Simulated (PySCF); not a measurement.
C2H4NO, SMILES C(C)(=O)[NH] (connectivity only; charge and spin as stated), charge -1, multiplicity 1. Coordinates come from a PBE-D3(BJ)/def2-SVPD optimisation. The multiplicity is an assumed one; other spin states were not compared. The isomer is the one that the SMILES or the coordinates give; other isomers of the formula were not compared. One conformer was computed; it need not be the lowest.

The numbers are results of PBE-D3(BJ)/def2-SVPD (PySCF), not measurements.

Harmonic wavenumbers (cm⁻¹): 120, 416, 536, 563, 809, 830, 949, 991, 1155, 1249, 1354, 1388, 1395, 1582, 2936, 3013, 3041, 3321. Rotational constants (GHz): 10.98, 9.588, 5.291; symmetry number 1.

Problem. Work out the zero-point energy and the ideal-gas rigid-rotor harmonic-oscillator thermochemistry at 298.15 K and 1 atm.

Solution. ZPE = ½ Σ hcν = ½ × 25647 cm⁻¹ = 36.66 kcal/mol. H − E(el) = 40.08 kcal/mol. Entropy in cal/(mol K): translation 38.10, rotation 23.87, vibration 5.85, total 67.82. G − E(el) = 19.86 kcal/mol. Cp = 16.47 cal/(mol K). Modes under 150 cm⁻¹ make the vibrational entropy uncertain.
